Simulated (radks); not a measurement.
Values are calculated unless marked as measured or tabulated.
Excited configurations of the neon ion Ne3+: one electron is placed in a higher orbital outside [He] 2s2 2p2. The ground configuration is [He] 2s2 2p3. Level of theory: non-relativistic Kohn-Sham, PBE, spin-polarised, spherical densities, point nucleus; open shells are filled with parallel spins first (a radial shooting solver on a logarithmic mesh with Libxc functionals). Excitation = E - E(ground); binding = E(ion) - E, where the ion is the core of charge +4; n* = 4/sqrt(2 binding) in atomic units, and the quantum defect is n - n*.

outer orbital,excitation (eV),binding (eV),eigenvalue (eV),<r> (bohr)
3s,59.485,38.181,-33.838,2.195
4p,80.145,17.521,-15.570,4.546
5f,88.518,9.149,-8.050,7.603
6s,89.795,7.871,-7.135,10.65
6f,91.211,6.455,-5.752,11.49
7d,92.683,4.984,-4.516,16.16

The Delta-SCF ionisation energy is 97.666 eV (NIST Atomic Spectra Database: 97.190 eV, semi-empirical). Self-interaction in the functional shifts the binding energies and quantum defects, so they are the method's values and not measured ones. Open shells are spherical and high-spin; term and fine-structure splittings are not resolved.
